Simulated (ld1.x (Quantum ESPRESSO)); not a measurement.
**Cutoff test, Sn, TM**

```json
{
  "Element": "tin",
  "Generator": "ld1.x (Quantum ESPRESSO) 7.5",
  "Type": "norm-conserving Troullier–Martins (Kleinman–Bylander form)",
  "Functional": "PBEsol",
  "Relativity": "scalar-relativistic",
  "Frozen core": "[Ar] 3d10",
  "Valence charge": "22",
  "Reference configuration": "4s2 4p6 4d10 5s2 5p2",
  "Partial waves": "4s (bound): rc 0.80 bohr; 4d (bound): rc 1.05 bohr; 4p (bound): rc 0.80 bohr",
  "Local potential": "the p channel",
  "Core correction": "none"
}
```

Occupied shells without a wave of their own: 5p, 5s. They enter only through the test configuration that unscreens the potential.

The pseudo-atom Hamiltonian at the reference potential is diagonalised in spherical Bessel functions j_l(qr) that vanish at 20 bohr, with q² up to the cutoff. All-electron valence levels (Ry): 4s -9.8300, 5s -0.7787, 4d -1.8957, 4p -6.5828, 5p -0.2726.

Q: How do the lowest levels (Ry) of each channel move with the cutoff, and are there ghosts?

A:

```tsv
cutoff (Ry)	s #1	s #2	d #1	d #2	p #1	p #2	f #1	f #2	Σ f·Δε (mRy)
8	-7.7309	-0.5099	-0.0298	0.0673	-3.2227	-0.0770	0.1056	0.2272	43969.8
18	-7.9829	-0.5663	-0.6135	0.0537	-5.7497	-0.2024	0.1056	0.2272	22103.3
35	-8.9670	-0.6595	-1.4393	0.0505	-6.4375	-0.2671	0.1056	0.2271	7435.0
55	-9.6591	-0.7555	-1.8129	0.0495	-6.4637	-0.2687	0.1056	0.2271	1962.7
90	-9.7572	-0.7768	-1.8931	0.0493	-6.5642	-0.2746	0.1056	0.2271	307.5
140	-9.8078	-0.7826	-1.8956	0.0493	-6.5752	-0.2756	0.1056	0.2271	100.8
230	-9.8277	-0.7865	-1.8957	0.0493	-6.5823	-0.2760	0.1056	0.2271	9.1
400	-9.8302	-0.7869	-1.8957	0.0493	-6.5829	-0.2761	0.1056	0.2271	0.0
```

Result: no extra level below or beside the all-electron valence levels (s, d, p, f tested); 10 mRy is reached at 230 Ry and 1 mRy at over 300 Ry.

Its largest configuration-test error is -415 meV.
